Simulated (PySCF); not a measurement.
# Mayer bond orders and bond lengths

Compound: C6H15NSi2.
Atom-mapped SMILES: `[CH3:1][CH:2]([CH3:3])[SiH2:4][CH2:5][SiH2:6][CH2:7][C:8]#[N:9]` (hydrogens: H10, H11, H12 on C1; H13 on C2; H14, H15, H16 on C3; H17, H18 on Si4; H19, H20 on C5; H21, H22 on Si6; H23, H24 on C7)

Structure used (GFN2-xTB), in Å, numbered top down from 1:
```xyz
24
C6H15NSi2 angstrom
C     -2.2972    1.0649   -0.9093
C     -2.2077   -0.3031   -0.2362
C     -2.8038   -0.2380    1.1684
Si    -0.4153   -0.9667   -0.2218
C      0.7075    0.1744    0.8121
Si     2.5194   -0.3540    0.9450
C      3.2907   -0.3019   -0.8136
C      3.1290    0.9934   -1.3857
N      2.9794    2.0447   -1.8143
H     -1.7350    1.8089   -0.3484
H     -3.3328    1.3993   -0.9645
H     -1.8980    1.0268   -1.9205
H     -2.8186   -0.9999   -0.8207
H     -2.2576    0.4720    1.7866
H     -2.7669   -1.2123    1.6512
H     -3.8441    0.0838    1.1306
H      0.0679   -1.0397   -1.6084
H     -0.4040   -2.3170    0.3620
H      0.2951    0.2577    1.8170
H      0.6741    1.1775    0.3846
H      3.2844    0.5553    1.8074
H      2.6696   -1.7343    1.4175
H      4.3536   -0.5399   -0.7747
H      2.7986   -1.0319   -1.4566
```

Bond orders from the PBE0/pcSseg-1 density (PySCF). The structure is a single GFN2-xTB conformer in the gas phase; no vibrational or solvent corrections.

Task: How far do the computed orders between heavy atoms stray from the drawn ones?

Result: The largest departure is 0.175, at Si6–C7 (drawn single, 0.825). Drawn single, order below 0.88: Si6–C7 (0.825).

Task: Set the Mayer orders of the bonds between heavy atoms beside their lengths.

Result: 
```tsv
bond	drawn as	length (Å)	Mayer order
C1–C2	single	1.527	1.027
C2–C3	single	1.527	1.026
C2–Si4	single	1.911	0.901
Si4–C5	single	1.906	0.881
C5–Si6	single	1.892	0.947
Si6–C7	single	1.921	0.825
C7–C8	single	1.425	1.042
C8–N9	triple	1.145	3.032
```

By pair of heavy elements: C–C: all 3 within 0.02 of one another (1.026 to 1.042). C–Si: lowest Si6–C7 (0.825, 1.921 Å), highest C5–Si6 (0.947, 1.892 Å); in 1 of the 6 pairs the longer bond (by over 0.003 Å) has the higher order (by 0.02 or more).

Task: And the bonds to hydrogen?

Result: C–H: 0.91 to 0.96 (11 bonds); H–Si: 0.95 to 0.96 (4 bonds).

Task: Sum the orders of all bonds at each heavy atom with more than one neighbour and set the sums beside the valence in the SMILES.

Result: C1 3.918 (drawn 4), C2 3.889 (drawn 4), C3 3.919 (drawn 4), Si4 3.689 (drawn 4), C5 3.678 (drawn 4), Si6 3.685 (drawn 4), C7 3.704 (drawn 4), C8 4.074 (drawn 4). Orders between atoms that aren't bonded are not in these sums.

Mayer orders depend on the basis set.
